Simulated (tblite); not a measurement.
Compound: C4H12OSi4.
SMILES with atom numbers: `[CH:1]#[C:2][SiH2:3][Si@H:4]([SiH2:5][CH3:6])[SiH2:7][CH:8]=[O:9]` (hydrogens: H10 on C1; H11, H12 on Si3; H13 on Si4; H14, H15 on Si5; H16, H17, H18 on C6; H19, H20 on Si7; H21 on C8)

Structure optimised with GFN2-xTB, isolated species.

(1) List the bond lengths, angles and torsions at this level.

## Answers

(1) 
```json
{"bond": "C1≡C2", "length (Å)": "1.203", "order": "triple"}
{"bond": "C2–Si3", "length (Å)": "1.853", "order": "single"}
{"bond": "Si3–Si4", "length (Å)": "2.344", "order": "single"}
{"bond": "Si4–Si5", "length (Å)": "2.338", "order": "single"}
{"bond": "Si5–C6", "length (Å)": "1.900", "order": "single"}
{"bond": "Si4–Si7", "length (Å)": "2.322", "order": "single"}
{"bond": "Si7–C8", "length (Å)": "1.913", "order": "single"}
{"bond": "C8=O9", "length (Å)": "1.210", "order": "double"}
{"bond": "C1–H10", "length (Å)": "1.053", "order": "single"}
{"bond": "Si3–H11", "length (Å)": "1.465", "order": "single"}
{"bond": "Si3–H12", "length (Å)": "1.473", "order": "single"}
{"bond": "Si4–H13", "length (Å)": "1.490", "order": "single"}
{"bond": "Si5–H14", "length (Å)": "1.474", "order": "single"}
{"bond": "Si5–H15", "length (Å)": "1.466", "order": "single"}
{"bond": "C6–H16, C6–H17, C6–H18", "length (Å)": "1.086", "order": "single"}
{"bond": "Si7–H19", "length (Å)": "1.471", "order": "single"}
{"bond": "Si7–H20", "length (Å)": "1.469", "order": "single"}
{"bond": "C8–H21", "length (Å)": "1.108", "order": "single"}
```

Bonds in one row agree within 0.01 Å and their mean is given. Orders are formal, as drawn. A selection of angles:
```json
{"angle": "C2–C1–H10", "degrees": "179.4"}
{"angle": "C1–C2–Si3", "degrees": "178.0"}
{"angle": "C2–Si3–Si4", "degrees": "108.1"}
{"angle": "C2–Si3–H11", "degrees": "105.6"}
{"angle": "C2–Si3–H12", "degrees": "105.4"}
{"angle": "Si4–Si3–H11", "degrees": "114.1"}
{"angle": "Si4–Si3–H12", "degrees": "114.7"}
{"angle": "H11–Si3–H12", "degrees": "108.2"}
{"angle": "Si3–Si4–Si5", "degrees": "112.4"}
{"angle": "Si3–Si4–Si7", "degrees": "111.3"}
{"angle": "Si3–Si4–H13", "degrees": "106.5"}
{"angle": "Si5–Si4–Si7", "degrees": "113.6"}
{"angle": "Si5–Si4–H13", "degrees": "107.9"}
{"angle": "Si7–Si4–H13", "degrees": "104.4"}
{"angle": "Si4–Si5–C6", "degrees": "108.8"}
{"angle": "Si4–Si5–H14", "degrees": "113.2"}
{"angle": "Si4–Si5–H15", "degrees": "112.5"}
{"angle": "C6–Si5–H14", "degrees": "107.9"}
{"angle": "C6–Si5–H15", "degrees": "108.2"}
{"angle": "H14–Si5–H15", "degrees": "106.0"}
{"angle": "Si5–C6–H16", "degrees": "111.9"}
{"angle": "H16–C6–H17", "degrees": "107.8"}
{"angle": "Si4–Si7–C8", "degrees": "97.6"}
{"angle": "Si4–Si7–H19", "degrees": "120.9"}
{"angle": "Si4–Si7–H20", "degrees": "122.8"}
{"angle": "C8–Si7–H19", "degrees": "103.9"}
{"angle": "C8–Si7–H20", "degrees": "104.5"}
{"angle": "H19–Si7–H20", "degrees": "103.9"}
{"angle": "Si7–C8–O9", "degrees": "119.7"}
{"angle": "Si7–C8–H21", "degrees": "121.5"}
{"angle": "O9–C8–H21", "degrees": "118.8"}
```

Torsions: C2–Si3–Si4–Si5 -72° (synclinal); Si3–Si4–Si5–C6 57° (synclinal); Si3–Si4–Si7–C8 62° (synclinal); Si4–Si7–C8–O9 -4° (synperiplanar).

The 3 C–Si bonds span 1.853 Å (C2–Si3, drawn single) to 1.913 Å (Si7–C8, drawn single), a spread of 0.060 Å. Si3 (SiH2 silicon) is distorted tetrahedral (angles from 105.4° to 114.7°). Of the pairs four or more bonds apart, Si3···O9 is among the closest relative to their van der Waals radii: 3.46 Å, 96 % of the sum of Bondi's values. The 3 Si–Si bonds span 2.322 Å (Si4–Si7, drawn single) to 2.344 Å (Si3–Si4, drawn single), a spread of 0.022 Å. Si5 (SiH2 silicon) is distorted tetrahedral (angles from 106.0° to 113.2°). Si7 (SiH2 silicon) is distorted tetrahedral (angles from 97.6° to 122.8°). Si4 (SiH silicon) is distorted tetrahedral (angles from 104.4° to 113.6°).

Point group: C1 (no symmetry element, even within 0.4 Å). Its lowest GFN2-xTB frequency is 13i cm⁻¹, too small to tell a flat minimum from a shallow saddle. One conformer, not necessarily the lowest.

All values are computed, not measured.
